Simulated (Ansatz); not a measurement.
Species: H$_{2}$Cl$_{2}$Sn, SMILES `[Cl][SnH2][Cl]` (charge 0, multiplicity 1).

Task: Give a relaxed geometry from Ansatz (a quantum-chemistry and plane-wave program) with B3LYP-D3(BJ)/def2-TZVP.

Result: the end point of this relaxation (outside a Z-matrix the atoms follow the SMILES, hydrogens last).
Z-matrix (Å, degrees):
```
Sn
H 1 1.6993
H 1 1.6993 2 118.64
Cl 1 2.3377 2 107.75 3 -122.66
Cl 1 2.3377 2 107.75 3 122.66
```
